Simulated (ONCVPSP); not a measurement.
# Cutoff test, mercury (Hg), ONCV

* Element: mercury
* Generator: ONCVPSP 4.0.1
* Type: optimised norm-conserving Vanderbilt (ONCV)
* Functional: PBE
* Relativity: scalar-relativistic
* Frozen core: [Kr] 4d10 4f14
* Valence charge: 20
* Reference configuration: 5s2 5p6 5d10 6s2
* Partial waves: 5s+6s: rc 1.15 bohr, ncon 3, nbas 8, qcut 8.2 1/bohr, 2 projectors; 5p: rc 1.75 bohr, ncon 4, nbas 8, qcut 9.7 1/bohr, 2 projectors, debl 1.7 Ha; 5d: rc 1.60 bohr, ncon 4, nbas 9, qcut 10.4 1/bohr, 2 projectors, debl 0.9 Ha
* Local potential: polynomial inside 0.85 bohr (lpopt 4, dvloc0 4 Ha)
* Core correction: none

In the p channel the program set the typed energies aside and used -2.444, 0.250 Ha.

For each optimised wave give the share of its norm inside rc, the residual kinetic energy above qcut (Ha) and the cutoffs (Ha) for errors of 10, 1, 0.1 and 0.01 mHa per electron.

```json
{"wave": "5s", "norm inside rc": "0.817", "residual KE": "4.4e-04", "10 mHa": "25.6", "1 mHa": "31.2", "0.1 mHa": "125.8", "0.01 mHa": "248.0"}
{"wave": "6s", "norm inside rc": "0.040", "residual KE": "1.5e-04", "10 mHa": "21.7", "1 mHa": "28.6", "0.1 mHa": "35.4", "0.01 mHa": "85.9"}
{"wave": "5p", "norm inside rc": "0.961", "residual KE": "1.5e-08", "10 mHa": "12.8", "1 mHa": "16.1", "0.1 mHa": "27.3", "0.01 mHa": "33.6"}
{"wave": "p projector 2", "norm inside rc": "0.109", "residual KE": "1.7e-08", "10 mHa": "10.9", "1 mHa": "14.8", "0.1 mHa": "29.4", "0.01 mHa": "35.9"}
{"wave": "5d", "norm inside rc": "0.644", "residual KE": "5.3e-09", "10 mHa": "17.5", "1 mHa": "22.3", "0.1 mHa": "26.3", "0.01 mHa": "30.0"}
{"wave": "d projector 2", "norm inside rc": "0.089", "residual KE": "1.8e-09", "10 mHa": "14.4", "1 mHa": "19.7", "0.1 mHa": "24.2", "0.01 mHa": "27.8"}
```

The occupied waves need 31 Ha and 126 Ha for 1 and 0.1 mHa.
